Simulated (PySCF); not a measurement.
C6H16NSi, SMILES C[C](C)N([SiH3])C(C)C, doublet at its GFN2-xTB optimised geometry (Å):

```
24

C      0.7516     2.4224    -2.9252
C     -0.0705     1.2277    -2.5963
C     -1.2181     0.9039    -3.4965
N      0.1074     0.5675    -1.3909
Si     0.7692     1.3631     0.0000
C     -0.1902    -0.8621    -1.3708
C     -1.3957    -1.1851    -0.4879
C      1.0320    -1.6676    -0.9323
H      0.2760     3.3625    -2.6172
H      0.9027     2.4790    -4.0047
H      1.7231     2.3699    -2.4381
H     -2.0317     0.4225    -2.9564
H     -1.6013     1.8232    -3.9423
H     -0.9315     0.2449    -4.3264
H      0.3373     0.6616     1.2103
H      2.2460     1.3631     0.0000
H      0.2621     2.7319     0.0000
H     -0.4283    -1.1575    -2.3978
H     -2.2460    -0.5674    -0.7668
H     -1.1663    -0.9983     0.5568
H     -1.6717    -2.2309    -0.6026
H      0.8343    -2.7319    -1.0409
H      1.8893    -1.4073    -1.5483
H      1.2760    -1.4621     0.1063
```

Level of theory: unrestricted PBE0/def2-SVP (PySCF). Cells within 0.4 Å of a nucleus heavier than hydrogen are left out (blank, or x).

Map of the HOMO amplitude (α) (bohr^(-3/2)) on the plane z = 0.0 Å; orbital energy -3.63 eV, overall sign arbitrary:

```
|33333333333333333333333333333|
|33333333333333333333333333333|
|33333333333332222223333333333|
|33333333333322222222333333333|
|33333333333322222222333333333|
|33333333333322111222333333333|
|33333333333322101123333333333|
|33333333333332101123333333333|
|33333333333444321234544433333|
|33333333334456642346765443333|
|3333333334457885xx56986443333|
|3333333334467996x345775443333|
|33333333345679963234554433333|
|33333333344567753223444333333|
|33333333334455532222333333333|
|33333333333333332222333333333|
|33333333332223333333333333333|
|33333333332122334433333333333|
|33333333343223344433223333333|
|33333333444333344332223333333|
|33333333444333333222222333333|
|33333333343333332222222333333|
|33333333333333322222223333333|
|33333333333333222222223333333|
|33333333333333222222233333333|
|33333333333333222222233333333|
|33333333333333322223333333333|
|33333333333333333333333333333|
|33333333333333333333333333333|
```
Scale: ten equal steps from -0.027 (start of '0') to 0.057 (end of '9'), in the order '0123456789'; x runs from -5.00 to 5.00, y from -5.00 (bottom) to 5.00 (top).
